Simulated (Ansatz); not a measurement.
Start from `C[SiH2]B[NH][AlH2]` and change one atom or group to get `B[SiH2]C`.

Ansatz, PBE0-D4/def2-TZVP geometries, multiplicity 1. Each molecule was computed in one conformer, which needn't be the lowest.

```tsv
property	`C[SiH2]B[NH][AlH2]`
HOMO–LUMO gap (B3LYP/def2-TZVPP) / eV	5.46
HOMO energy (PBE/def2-TZVPP) / eV	-6.15
HOMO energy (B3LYP/def2-TZVPP) / eV	-7.18
LUMO energy (ωB97M-V/def2-TZVPP) / eV	0.12
HOMO energy (PBE0/def2-TZVPP) / eV	-7.35
LUMO energy (B3LYP/def2-TZVPP) / eV	-1.72
```

(1) Give the same properties after the change, and the shifts. (An estimate is asked.)

Answers

(1) Ansatz gave: 
```
                             property  `B[SiH2]C`  shift
HOMO–LUMO gap (B3LYP/def2-TZVPP) / eV        5.40  -0.06
    HOMO energy (PBE/def2-TZVPP) / eV       -6.88  -0.73
  HOMO energy (B3LYP/def2-TZVPP) / eV       -7.92  -0.74
LUMO energy (ωB97M-V/def2-TZVPP) / eV       -0.36  -0.48
   HOMO energy (PBE0/def2-TZVPP) / eV       -8.10  -0.75
  LUMO energy (B3LYP/def2-TZVPP) / eV       -2.52  -0.80
```

B3LYP here is the variant with VWN-RPA as its local correlation; programs differ in this.
